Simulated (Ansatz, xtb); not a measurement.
# Two conformers of CH5BO3

Structure I is `COB(O)O`, a singlet and structure II is `COB(O)O`, a singlet. Both are isolated molecules in the gas phase, relaxed with PBE0-D4/def2-SVP.

I (Å):

```yaml
atoms:
  - { symbol: C, position_ang: [-0.4437, 0.4489, 0.7980] }
  - { symbol: B, position_ang: [1.1020, -1.3242, 0.2235] }
  - { symbol: O, position_ang: [0.0147, -0.8728, 0.9056] }
  - { symbol: O, position_ang: [1.4922, -2.6237, 0.3804] }
  - { symbol: O, position_ang: [1.8009, -0.5019, -0.6094] }
  - { symbol: H, position_ang: [-1.5045, 0.4477, 0.5003] }
  - { symbol: H, position_ang: [0.1321, 1.0246, 0.0575] }
  - { symbol: H, position_ang: [-0.3651, 0.9527, 1.7753] }
  - { symbol: H, position_ang: [0.9119, -3.0863, 0.9931] }
  - { symbol: H, position_ang: [2.5359, -0.9672, -1.0193] }
```

II (Å):

```xyz
10

C    -0.6939   -0.6309   -1.0020
B     0.4808    0.4176    0.8380
O    -0.4874   -0.4366    0.3651
O     0.6185    0.5520    2.1824
O     1.3135    1.1398    0.0378
H    -0.9895    0.3023   -1.5177
H     0.2012   -1.0408   -1.5069
H    -1.5098   -1.3555   -1.1379
H    -0.0177   -0.0015    2.6448
H     1.1674    1.0025   -0.9007
```

Task: Which of the two would you expect CCSD(T)/def2-SVP + ΔMP2/def2-TZVPP electronic energies to favour?

Result: Structure I; the calculation gives E(II) − E(I) = +0.141 eV.

How the difference moves with the method:

| level | geometry | E(II) − E(I) (eV) | departure from the last row (eV) | job, with rough time for the two |
| --- | --- | --- | --- | --- |
| PBE0-D4/def2-SVP | PBE0-D4/def2-SVP | +0.169 | +0.029 | optimisation, 18 s |
| HF/def2-SVP | PBE0-D4/def2-SVP | +0.198 | +0.058 | part of the CCSD(T) run |
| MP2/def2-SVP | PBE0-D4/def2-SVP | +0.178 | +0.037 | part of the CCSD(T) run |
| CCSD(T)/def2-SVP | PBE0-D4/def2-SVP | +0.173 | +0.033 | single point |
| CCSD(T)/def2-SVP + ΔMP2/def2-TZVPP | PBE0-D4/def2-SVP | +0.141 |  | single point, 19 s |

None of the levels shown reverses the order. The largest departure from CCSD(T)/def2-SVP + ΔMP2/def2-TZVPP is that of HF/def2-SVP, 0.058 eV. A small imaginary or near-zero mode remains, so no thermal terms are given. Levels run at GFN2-xTB geometries aren't shown. The last row adds to CCSD(T) the change of the MP2 difference between the two basis sets, here −0.033 eV.

The correlated steps freeze 5 core orbitals. Run with Ansatz 0.2.0; the last row on 2 threads of Arm Neoverse V2 on a shared host.
